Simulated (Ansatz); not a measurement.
Reaction (hydrogenolysis of a B–S bond): `NB(N)S` + H₂ → `NBN` + H₂S

Calculated with Ansatz (gas phase, PBE0-D4/def2-TZVP geometries, no zero-point term in ΔE). CCSD(T)/CBS is the MP2 limit (def2-TZVPP, def2-QZVPP) plus CCSD(T) − MP2 in def2-TZVPP, frozen cores. This one scheme is used for every species. DFT in def2-TZVPP. B3LYP here is the variant with VWN-RPA as its local correlation; programs differ in this. Each species was taken in one conformer, which may not be the lowest.

`NB(N)S`:

Z-matrix (Å, degrees):
```
N
B 1 1.411
H 1 1.004 2 122.9
H 1 1.002 2 123.2 3 -175.0
N 2 1.411 1 122.3 3 2.9
S 2 1.844 1 121.3 3 -177.7
H 5 1.003 2 122.8 1 -173.9
H 5 1.004 2 123.3 1 5.9
H 6 1.340 2 97.0 1 13.7
```

H₂:

Z-matrix (Å, degrees):
```
H
H 1 0.746
```

`NBN`:

Z-matrix (Å, degrees):
```
N
B 1 1.409
H 1 1.002 2 121.9
H 1 1.005 2 124.5 3 -180.0
N 2 1.409 1 122.9 3 180.0
H 2 1.200 1 118.5 3 -0.0
H 5 1.003 2 121.9 1 -180.0
H 5 1.005 2 124.5 1 -0.0
```

H₂S:

```xyz
3

S    -0.534   -0.301    0.086
H    -0.134    0.656   -0.764
H     0.668   -0.355    0.678
```

Q: Is it downhill or uphill in electronic energy at CCSD(T)/CBS, and by how much? (An estimate is asked.)

A: The calculation gave: Uphill: ΔE = +29.3 kJ/mol.

Q: What do these levels give: PBE-D4, revPBE-D4, PBE0-D4, ωB97M-V, PBE-QIDH, B3LYP, LC-ωPBE, HF/def2-SVP, MP2/def2-TZVPP, SCS-MP2/def2-TZVPP, CCSD/def2-TZVPP, CCSD(T)/def2-TZVPP? (Estimate.)

A: Ansatz gave: PBE-D4 32.7, revPBE-D4 39.3, PBE0-D4 30.7, ωB97M-V 27.1, PBE-QIDH 29.9, B3LYP 16.3, LC-ωPBE 24.4, HF/def2-SVP 9.4, MP2/def2-TZVPP 34.9, SCS-MP2/def2-TZVPP 27.2, CCSD/def2-TZVPP 21.4, CCSD(T)/def2-TZVPP 26.4 kJ/mol.

Largest T1 diagnostic among the species: 0.011.

Leaving LDA and LC-ωPBE aside and taking each functional with its dispersion term where it has one, the values, not all of them listed here, spread over 16.9 kJ/mol, from CAM-B3LYP-D4 to revPBE-D4. LDA lies +6.2 kJ/mol from PBE without D4. The D4 term adds +10.3 kJ/mol with B3LYP and +5.4 kJ/mol with PBE0; it sums over pairs of atoms, weighted by their polarisabilities, and B3LYP, whose exchange is more repulsive, gets the larger term. In def2-TZVPP, CCSD(T) changes the Hartree–Fock value by +18.9 kJ/mol (the triples alone add +5.0 kJ/mol) and MP2 by +27.3 kJ/mol.
